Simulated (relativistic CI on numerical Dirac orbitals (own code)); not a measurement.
**Crystal-field levels of Mo3+, 4d3**

Calculated by Dirac-Coulomb-Breit CI, orbitals from a KLI potential per configuration, a model potential for QED, one configuration in a parametric crystal field, unscaled Slater integrals (own radial code). With so little scaling, terms lie 10 to 35 % too far apart, which can change the order of excited levels.

Field parameters in Wybourne normalisation: D4h B²₀ = −7Ds, B⁴₀ = 21(Dq − Dt), B⁴₄ = 21√(5/14) Dq. The field is a parameter set, without covalency.

S is read from ⟨S²⟩ = S(S + 1).

Levels (cm⁻¹, degeneracy): 0 (2), 11 (2), 9604 (2), 9757 (2), 9862 (2), 9911 (2), 11093 (2), 11755 (2), 14799 (2), 15678 (2), 15941 (2), 16148 (2).

(1) Which field gives this pattern?
A. D4h, 10Dq = 38350, Ds = -540, Dt = 1010 cm⁻¹
B. D4h, 10Dq = 38350, Ds = -440, Dt = 1130 cm⁻¹
C. D4h, 10Dq = 16500, Ds = -1440, Dt = 750 cm⁻¹
D. D4h, 10Dq = 17100, Ds = 2630, Dt = 1090 cm⁻¹

Results:

(1) C. D4h, 10Dq = 16500, Ds = -1440, Dt = 750 cm⁻¹, ground level with S = 1.50.
